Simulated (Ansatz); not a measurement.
Consider the atomization: `[NH2][Ga]([SH])[SiH2]F` → F• + Ga• + 5 H• + N• + S• + Si•.

Program: Ansatz. Geometries: PBE0-D4/def2-TZVP. ΔE: electronic, gas phase. CCSD(T)/CBS is the MP2 limit (def2-TZVPP, def2-QZVPP) plus CCSD(T) − MP2 in def2-TZVPP, frozen cores. This one scheme is used for every species, atoms too. DFT in def2-TZVPP. HSE06 is defined as in plane-wave codes. No spin–orbit coupling; open shells (•) take unrestricted orbitals. Spin–orbit coupling would lower the free atoms: a little for F, S, Si; clearly for Ga. Bonds to Ga are less sure, by a few kJ/mol each and by 10 to 20 or more in all where they break to atoms, as the def2 sets lack core-valence functions. Scalar relativity is left out up to krypton. Each species was taken in one conformer, which may not be the lowest.

| level | ΔE (kJ/mol) |
| --- | --- |
| r2SCANh-D4 | 3145.2 |
| HSE06-D4 | 3138.1 |
| PBE-QIDH | 3129.3 |
| r2SCAN0 | 3103.9 |
| HF/def2-SVP | 2187.4 |
| CCSD/def2-SVP | 2871.0 |
| CCSD(T)/def2-TZVPP | 3087.3 |
| HF/def2-QZVPP | 2234.9 |

What does CCSD(T)/CBS give? (An estimate is asked.)

The calculation gave: +3186.8 kJ/mol. The listed levels differ from it by -41.6, -48.7, -57.5, -82.9, -999.4, -315.8, -99.5, -951.9 kJ/mol.

Largest T1 diagnostic among the species: 0.013.

In def2-TZVPP, CCSD(T) changes the Hartree–Fock value by +859.4 kJ/mol (the triples alone add +50.4 kJ/mol) and MP2 by +907.2 kJ/mol; breaking electron pairs costs correlation energy, which Hartree–Fock lacks. At CCSD(T), def2-SVP lies −282.4 kJ/mol from the extrapolated value and def2-TZVPP −99.5 kJ/mol: correlation converges slowly with the basis, and small sets miss more of it in the bonded molecule than in its fragments. From BLYP to BHLYP (50 % exact exchange), in def2-TZVPP and without D4, ΔE moves by −61.1 kJ/mol: exact exchange takes away binding that semilocal exchange gives to molecules.

For atomizations the MP2-based limit and the directly extrapolated one differ by several kJ/mol either way, and by 10 to 25 for some Ge, Se and Sn compounds, so smaller differences from it don't rank the levels.
